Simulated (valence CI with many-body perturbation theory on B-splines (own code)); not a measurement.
Valence orbitals of Re⁶⁸⁺

Level of theory: configuration interaction combined with many-body perturbation theory (CI+MBPT): five valence electrons over a frozen Dirac-Fock core [He], a basis of 11 s, 11 p, 10 d, 8 f, 5 g, 2 h functions for each j, with the one-electron correlation potential Σ1, the two-electron term Σ2, the three-electron term Σ3, Breit, model QED; selected CI, second order for the rest, scaled by the run's own slope (own B-spline code, finite nucleus).

No measured spectrum was set against this ion. As an estimate, large intervals hold to a few tenths of a per cent, small ones and those within an open d or f shell to about a per cent. Among the levels kept, up to 7500 cm⁻¹ of a level comes from second order outside the variational space, and about a tenth of that is noise between levels of different J, which matters for small intervals.

These are the spectroscopic orbitals of the CI (the correlating ones are not listed), shaped by the core and the other valence electrons. h is the expectation value of the core's Dirac-Fock operator, without the valence repulsion; Σ1 is computed up to l = 3 at one energy for each symmetry, that of its lowest orbital but kept below the first core excitation, so for empty shells it is not the orbital's own correlation shift; Breit and QED include the response of the core.

```
Orbital  h (hartree)  Σ1 (cm⁻¹)  Breit (cm⁻¹)  QED (cm⁻¹)  ⟨r⟩ (bohr)
  2s1/2      -747.07      -1569        130882      162488     0.07338
  3s1/2      -323.39       -394         35689       46281      0.1729
  4s1/2      -178.59       -155         14008       18818      0.3165
  5s1/2      -112.88      -76.4          6961        9419      0.5034
  6s1/2      -77.692      -43.2          3950        5365      0.7338
  7s1/2        -56.7      -26.8          2454        3341       1.007
  2p1/2      -739.63      -4488        263699        8622     0.06040
  3p1/2      -321.28      -1031         69066        1664      0.1610
  4p1/2      -177.72       -397         27006         627      0.3055
  5p1/2      -112.44       -195         13370         305      0.4933
  6p1/2      -77.441       -110          7574         172      0.7247
  7p1/2      -56.544      -67.9          4703         106      0.9991
  2p3/2      -680.13      -2603         84063       23256     0.06786
  3p3/2      -303.59       -605         23394        6108      0.1717
  4p3/2      -170.33       -235         11602        2465      0.3196
  5p3/2      -108.69       -116          5835        1236      0.5110
  6p3/2      -75.282      -65.6          3339         706      0.7459
  7p3/2      -55.192      -40.8          2088         441       1.024
  3d3/2      -302.79       -271          2407        -261      0.1450
  4d3/2      -169.99       -118          1325       -12.6      0.2938
  5d3/2      -108.51      -61.1           644        13.1      0.4860
  6d3/2      -75.182      -35.5           390        13.2      0.7217
  7d3/2      -55.129      -22.4           252        10.4       1.000
  3d5/2       -297.9       -225           776        1845      0.1485
  4d5/2      -167.91      -97.2           428         864      0.2981
  5d5/2      -107.45      -50.2           199         460      0.4912
  6d5/2      -74.567      -29.2           121         271      0.7278
  7d5/2      -54.742      -18.4          78.2         172       1.007
  4f5/2      -167.78      -20.7          13.4        -233      0.2564
  5f5/2      -107.39      -11.8          11.1        -113      0.4499
  6f5/2      -74.534       -7.2           6.8       -63.1      0.6869
  7f5/2      -54.722       -4.7           4.8       -38.9      0.9671
  4f7/2      -166.79      -19.2           4.0         215      0.2587
  5f7/2      -106.88      -10.9           3.3         117      0.4525
  6f7/2      -74.238       -6.6           1.9        70.2      0.6899
  7f7/2      -54.535       -4.3           1.3        45.1      0.9706
  5g7/2      -106.86                      0.1       -75.5      0.3950
  6g7/2      -74.227                      0.1       -43.7      0.6325
  7g7/2      -54.528                      0.0       -27.4      0.9134
  5g9/2      -106.56                      0.0        60.5      0.3967
  6g9/2      -74.052                      0.0        35.4      0.6344
  7g9/2      -54.418                      0.0        22.4      0.9155
  6h9/2      -74.051                                           0.5620
 6h11/2      -73.936                                           0.5634
```

Among the shells of the start configuration 2s2 2p3, Σ1 is largest in size for 2p1/2, where it is 0.0028 % of h.

Lowest root of each symmetry, sizes in configuration state functions:

```csv
J,Parity,Roots,Reference,Variational,Second order,Change by selected CI (cm⁻¹),Change by second order (cm⁻¹)
1/2,even,26,102,31997,375853,-44078,-1139
3/2,even,34,157,31996,943748,-43481,-2808
5/2,even,29,157,32000,1156389,-35624,-2862
7/2,even,13,110,31993,762698,-34811,-3307
9/2,even,5,67,32000,646793,-35639,-1157
1/2,odd,26,101,31999,336497,-36401,-1124
3/2,odd,36,159,31998,657521,-36296,-1862
5/2,odd,29,151,31997,819508,-32535,-3000
7/2,odd,17,113,31991,818047,-32770,-4115
9/2,odd,6,65,31962,424494,-29408,-1100
11/2,odd,2,33,31999,209084,-35737,-428
```
